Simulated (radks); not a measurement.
Spherical quantum dot in the effective-mass picture: electrons in a hard-walled sphere of radius 2.77, all in effective atomic units (hartree* = m*/eps^2 hartree, bohr* = eps/m* bohr), one dielectric constant everywhere. Method: non-relativistic Kohn-Sham, r2SCAN, spin-polarised, spherical densities, generalised Kohn-Sham scheme; computed with a radial shooting solver with Libxc functionals. Levels are named by radial order and angular momentum (1s, 1p, 1d, 2s, ...), and open shells are averaged over m. Each electron was tried in the lowest free levels, single moves between levels near the top were tried too, and the lowest total energy was kept; such a search can miss a lower state. At N = 1 the Hartree and exchange-correlation terms need not cancel, so that row can carry a self-interaction error.

N,open shells,2S,E (hartree*),mu = E(N) - E(N-1) (hartree*),addition energy mu(N+1) - mu(N) (hartree*),e(HOMO) (hartree*),rms radius (bohr*)
1,"1s(up 1, down 0)",1,0.640412,0.64041,0.5907,0.85212,1.478
2,none,0,1.87154,1.2311,1.063,1.4452,1.530
3,"1p(up 1, down 0)",1,4.16571,2.2942,0.4329,2.5040,1.627
4,"1p(up 2, down 0)",2,6.89276,2.7270,0.4561,2.9535,1.679
5,"1p(up 3, down 0)",3,10.0759,3.1832,0.6467,3.4138,1.714
6,"1p(up 3, down 1)",2,13.9058,3.8298,0.4194,4.0349,1.743
7,"1p(up 3, down 2)",1,18.1550,4.2492,0.4409,4.4674,1.766
8,none,0,22.8452,4.6902,1.190,4.9144,1.785
9,"1d(up 1, down 0)",1,28.7258,5.8806,0.4282,6.0936,1.812
10,"1d(up 2, down 0)",2,35.0347,6.3089,0.4338,6.5249,1.833
11,"1d(up 3, down 0)",3,41.7773,6.7426,0.4370,6.9606,1.851
12,"1d(up 4, down 0)",4,48.9570,7.1796,0.4388,7.3987,1.867
13,"1d(up 5, down 0)",5,56.5754,7.6184,0.6134,7.8381,1.881
14,"1d(up 5, down 1)",4,64.8072,8.2318,0.4193,8.4404,1.894
15,"1d(up 5, down 2)",3,73.4584,8.6511,0.4253,8.8628,1.906
16,"1d(up 5, down 3)",2,82.5348,9.0764,0.4293,9.2904,1.917
17,"1d(up 5, down 4)",1,92.0405,9.5057,0.4317,9.7211,1.926
18,none,0,101.978,9.9375,1.320,10.154,1.935
19,"1f(up 1, down 0)",1,113.235,11.257,0.4206,11.466,1.946
20,"1f(up 2, down 0)",2,124.913,11.678,0.4224,11.888,1.956
21,"1f(up 3, down 0)",3,137.013,12.100,0.4239,12.311,1.966
22,"1f(up 4, down 0)",4,149.537,12.524,0.4251,12.736,1.974
23,"1f(up 5, down 0)",5,162.486,12.949,0.4259,13.162,1.982
24,"1f(up 6, down 0)",6,175.861,13.375,0.4264,13.588,1.990
25,"1f(up 7, down 0)",7,189.662,13.801,-,14.014,1.997

All shells are closed at N = 2, 8, 18 (there: 1s2 1p6 1d10); the second difference of the energy has clear peaks (12 % above both neighbours; the first and last values, which can be the largest, are not judged, and half-filled shells can peak too) at N = 2, 5, 8, 13, 18.
